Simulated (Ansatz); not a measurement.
Consider the substitution at a C–O bond: `C[SiH](F)CO` + HCl → `C[SiH](F)CCl` + H₂O.

Gas-phase electronic energies from Ansatz, PBE0-D4/def2-TZVP geometries. CBS: MP2 limit from def2 TZ/QZ plus the TZ coupled-cluster correction, frozen cores. This one scheme is used for every species. Each species was taken in one conformer, which may not be the lowest.

`C[SiH](F)CO`:

Cartesian coordinates in Å:
```
C 1.552 0.181 0.992
Si 0.418 0.181 -0.476
F 0.758 -1.091 -1.410
C -1.393 -0.032 -0.021
O -2.203 -0.247 -1.169
H 2.596 0.245 0.678
H 1.342 1.041 1.635
H 1.429 -0.726 1.588
H 0.613 1.385 -1.323
H -1.766 0.878 0.460
H -1.517 -0.840 0.717
H -1.827 -0.976 -1.671
```

HCl:

Z-matrix (Å, degrees):
```
Cl
H 1 1.279
```

`C[SiH](F)CCl`:

Z-matrix (Å, degrees):
```
C
Si 1 1.850
H 1 1.092 2 110.2
H 1 1.092 2 110.7 3 -119.7
H 1 1.093 2 111.0 3 120.0
F 2 1.607 1 109.2 3 -178.1
C 2 1.877 1 111.8 3 -60.3
H 2 1.482 1 112.5 3 62.5
Cl 7 1.789 2 107.2 1 64.1
H 7 1.091 2 112.9 1 -54.3
H 7 1.090 2 112.6 1 -177.7
```

H₂O:

Cartesian coordinates in Å:
```
O 0.268 0.280 0.032
H 0.112 -0.295 -0.720
H -0.380 0.015 0.688
```

```tsv
species	SCS-MP2/def2-QZVPP energy (Eh)
`C[SiH](F)CO`	-544.30172
HCl	-460.33756
`C[SiH](F)CCl`	-928.30952
H₂O	-76.34808
```

**Question.** Work out ΔE.

**Answer.** ΔE = (-928.30952) + (-76.34808) − (-544.30172) − (-460.33756) = -0.01832 Eh = -11.5 kcal/mol. CCSD(T)/CBS gives -11.4 kcal/mol.

Largest T1 diagnostic among the species: 0.011.

The D4 term adds −0.9 kcal/mol with B3LYP and −0.5 kcal/mol with PBE0; it sums over pairs of atoms, weighted by their polarisabilities, and B3LYP, whose exchange is more repulsive, gets the larger term. In def2-TZVPP, CCSD(T) changes the Hartree–Fock value by −1.2 kcal/mol (the triples alone add −0.3 kcal/mol) and MP2 by −2.9 kcal/mol.

B3LYP here is the variant with VWN-RPA as its local correlation; programs differ in this.
